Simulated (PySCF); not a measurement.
Simulated characterisation data

All values are calculated (PySCF): GFN2-xTB structure, B3LYP/pcJ-1 coupling constants, NMR shieldings at PBE0/pcSseg-1/GIAO. Gas phase, averaged over atoms made equivalent by symmetry, fast rotation or ring inversion, relativity neglected, a single conformation.

Scale: TMS for 1H (31.72 ppm), 13C (186.93 ppm) (reference shieldings calculated alike). Multiplet labels drop J under 1 Hz and among equivalent protons, and merge close values. Unscaled 3J(H,H) run several per cent high. Where no couplings were computed, multiplicities follow the n + 1 count of equivalent neighbours, and m marks all less simple cases (inequivalent or close neighbours, rings, F or P nearby). Shifts are as computed. Against solution values, carbons near 30 ppm lie about +3 ppm off and those near 130 ppm about +5 ppm. Of 1211 compounds with measured shifts, 218 miss one by over three times the rms of a fit or turn the order of signals round; such compounds aren't used in these exercises.

**1.** SMILES C[Si](C)(C)O[C@H]1OCC1=O, C6H12O3Si. 1H NMR (400 MHz, computed): δ 6.36 (s, 1H), 5.20 (m, 1H), 5.12 (m, 1H), 0.20 (s, 9H). 13C{1H} NMR (computed): δ 216.6 (C), 117.3 (CH), 85.5 (CH2), 1.9 (CH3).

**2.** Cyanopolyynes (SMILES C#CC#CC#CC#N). 1H NMR (400 MHz, computed): δ 1.31 (s, 1H). 13C{1H} NMR (computed): δ 112.6 (C), 75.1 (CH), 74.4 (C), 72.5 (C), 70.6 (C), 65.3 (C), 54.2 (C).

**3.** SMILES C#Cc1ncc(C=C)nn1, C7H5N3. 1H NMR (400 MHz, computed): δ 8.33 (s, 1H), 8.09 (m, 1H), 6.90 (m, 1H), 6.26 (m, 1H), 3.06 (s, 1H). 13C{1H} NMR (computed): δ 157.8 (C), 156.5 (C), 151.4 (CH), 136.5 (CH), 134.3 (CH2), 91.0 (CH), 86.5 (C).
